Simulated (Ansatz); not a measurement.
Job for Ansatz (an electronic-structure program): U-wB97M-V/def2-TZVPP on CrH3O3 (SMILES [OH][Cr]([OH])[OH]), 2S+1 = 2, a spin state set in the input, which need not be the lowest.

Ansatz 0.2 input:
```yaml
crystal:
  periodic: [false, false, false]
  atoms:
    - {symbol: Cr, position_ang: [0.04059179, -0.07274872, -0.12970211]}
    - {symbol: O, position_ang: [-1.20667625, -1.30901802, -0.37253382]}
    - {symbol: H, position_ang: [-2.02007977, -1.34137551, 0.14338341]}
    - {symbol: O, position_ang: [0.13275482, 1.33023239, -1.20951111]}
    - {symbol: H, position_ang: [-0.22819571, 2.19379006, -0.97977911]}
    - {symbol: O, position_ang: [1.16584916, -0.21170753, 1.23348759]}
    - {symbol: H, position_ang: [2.01374803, -0.66477620, 1.16546690]}
basis:
  gaussian:
    orbitals: def2-TZVPP
hamiltonian:
  xc: {name: wB97M-V}
magnetization: {spin_polarized: true, initial_magnetization: 1}
```

Task: What total energy does the run end on?

Result: -1271.9773 hartree. Its determinant has ⟨S²⟩ = 1.73, a mixture of spin states.

Task: How many basis functions does it have, and what does it roughly cost on one machine?

Result: 199 functions; around 5 core-minutes (rough).
